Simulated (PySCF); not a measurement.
# Two-component Hartree-Fock for Nb²²⁺ (niobium, charge +22)

Start: [Ar] 3d1; 3d3/2 filled at m_j = +3/2. Calculated with PySCF 2.14 in an uncontracted even-tempered set (16 s from 2.7 bohr⁻², ratio 2.8; 12 p from 3.5 bohr⁻², ratio 2.8; 8 d from 3.5 bohr⁻², ratio 2.8; 3 f from 11 bohr⁻², ratio 3): generalised Hartree-Fock with the X2C-1e Hamiltonian and a Gaussian nucleus; one run each with spin-orbit coupling (SO) switched off, then screened by Boettger's factors.

| spinor shell | electrons | ε, spin-free (eV) | ε, screened SO (eV) | weight of nominal j (screened SO) | rms radius, screened SO (bohr) |
| --- | --- | --- | --- | --- | --- |
| 1s1/2 | 2 | -19986.7 | -19985.6 | 1.000 | 0.0415 |
| 2s1/2 | 2 | -3629.3 | -3628.9 | 1.000 | 0.170 |
| 2p1/2 | 2 | -3332.7 | -3401.0 | 1.000 | 0.148 |
| 2p3/2 | 4 | -3332.7 | -3300.2 | 1.000 | 0.152 |
| 3s1/2 | 2 | -1228.4 | -1228.3 | 1.000 | 0.429 |
| 3p1/2 | 2 | -1124.0 | -1140.8 | 0.995 | 0.421 |
| 3p3/2 | 4 | -1124.0 | -1116.0 | 0.997 | 0.429 |
| 3d3/2 | 1 | -999.68 | -1002.1 | 1.000 | 0.384 |

```csv
quantity,spin-free,screened SO
E (hartree),-3528.38053,-3528.88116
M_J,3/2,3/2
⟨J²⟩,4.048,3.751
⟨L²⟩,6.002,6.006
⟨S²⟩,0.751,0.755
```

Each row is a mean over spinors that exchange with the open shell spreads, by up to 12.331 eV (3p1/2).

Breit and QED terms are absent; they matter most for the inner s and p1/2 levels.

Densities and radii are taken from the X2C orbitals without a picture-change correction, which distorts them close to the nucleus.

Without spin-orbit coupling the j labels of p, d and f shells carry no meaning; the spin-free column gives the mean over the occupied spinors of each nl shell, and its ⟨J²⟩ belongs to a mixture of degenerate components.
